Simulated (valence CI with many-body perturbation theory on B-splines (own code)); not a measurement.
# Hg¹⁶⁺: input, log and results

Calculated by valence CI with perturbative core correlation (CI+MBPT): four valence electrons over a frozen Dirac-Fock core [Kr] 4d10 4f14, a basis of 6 s, 6 p, 5 d, 3 f, 1 g functions for each j, with the one-electron correlation potential Σ1 (screened to all orders), the two-electron term Σ2, the three-electron term Σ3, Breit, model QED; selected single and double excitations, second order for the rest, scaled by the run's own slope (own B-spline code, finite nucleus).

Command, and the settings that its task file holds:

```sh
python run_cv.py task.json out
```

```
atom Hg  Z=80  mass_number=202  rms_radius_fm=5.4648
core [Kr] 4d10 4f14
valence 5s2 5p2
avg = 1
basis = S
breit = 1
cap = 10000
capref = 1200
cscale = 1
de = 0.0
dress = 0
eps = 2e-08
extrap = 1
h = 0.27
hh = 1
l2 = 3
lcore = 6
maxit = 60
n2 = 7
natural = 1
nlev = 20
nno = [3, 3, 3, 2, 1]
nroot = 26
nsp = [3, 3, 2, 1, 0]
pt2 = 1
qed = 1
rpa = 1
s1 = 1
s2 = 1
s3 = 1
screen = 1
tol = 2e-05
whole = 1
```

It took 2.1 min on 1 thread of Arm Neoverse N1, with other jobs on the host.

Log. The first blocks belong to the next ion, which gives the ionisation energy. Fields: 2J, parity (1 odd), roots, reference size, generating configurations, candidates as configurations/state functions, variational space P, stored matrix elements, Davidson steps; e2 is the range of second-order energies in hartree. The first line gives the box (bohr), its intervals, the orbitals and the steps of their self-consistent field. Window is the range of levels sought, series limit the energy at which the first omitted orbital would enter, core excitation an estimate of the first excitation out of the core, left out the lowest levels not solved, and shifts from estimates the range by which levels moved from their first estimate, all in cm⁻¹.

```
rmax 8.8 intervals 61 orbitals 36 references ['5s2 5p2', '5s 5p3', '5s2 5p 5d', '5p4', '5s 5p2 5d'] scf 5 t 2.1
2J=1 par=1 roots 2 ref 37 generators 5 cand 1120/1674 P 619/902 nnz 0 it 0
2J=1 par=1 roots 2 ref 37 generators 15 cand 1357/2031 P 845/1228 nnz 0 it 0
   second order: generators 28 cand 1906/2816 e2 -0.00001 -0.00000
reference levels 455, estimated 5, window 318727 1/cm; series limit 1874156, core excitation 398409
2J=0 par=0 roots 2 ref 23 generators 7 cand 2238/3849 P 873/1237 nnz 0 it 0
2J=0 par=0 roots 2 ref 23 generators 9 cand 2959/5367 P 1357/2044 nnz 0 it 5
   second order: generators 26 cand 7536/14513 e2 -0.00002 -0.00002
2J=2 par=0 roots 1 ref 45 generators 4 cand 2469/9874 P 661/2049 nnz 0 it 4
2J=2 par=0 roots 1 ref 45 generators 8 cand 2722/11290 P 939/2960 nnz 1.2e+06 it 4
   second order: generators 15 cand 5751/24176 e2 -0.00003 -0.00003
2J=4 par=0 roots 2 ref 55 generators 7 cand 2551/13187 P 990/3305 nnz 1.7e+06 it 4
2J=4 par=0 roots 2 ref 55 generators 14 cand 3649/20575 P 1318/4766 nnz 2.8e+06 it 5
   second order: generators 28 cand 7258/45492 e2 -0.00005 -0.00004
left out: unestimated 510152, estimated none, shifts from estimates 0 to 6
operators 10.6
```

The Davidson iterations converged.

No measured spectrum was set against this ion. As an estimate, levels hold to about 250 cm⁻¹ or 0.2 % of their energy and the worst to 1 %, as in measured heavy ions of charge 2 to 7. The list stops below the first excitations out of the core. Only levels of the ground parity were solved; by the run's estimate the other parity begins above the list, which can be wrong where configurations are misplaced.

* Valence energy: -66.88578 hartree
* Ionisation energy: 394.53 eV (NIST: 402 ± 20 eV (theoretical))
* Reference configurations for the orbitals: 5s2 5p2, 5s 5p3, 5s2 5p 5d, 5p4, 5s 5p2 5d
* Radial orbitals: 36
* Box radius: 8.784 bohr
* Largest variational space: 4766
* Lowest levels: (5s^2 5p1/2^2) J=0 0.0, (5s^2 5p1/2 5p3/2) J=1 178210, (5s^2 5p1/2 5p3/2) J=2 193460 cm⁻¹

Levels are named by their leading jj configuration (3d3/2^4 stands for four electrons in 3d with j = 3/2), which in mixed levels can hold well under half, so a name can repeat and another be missing.
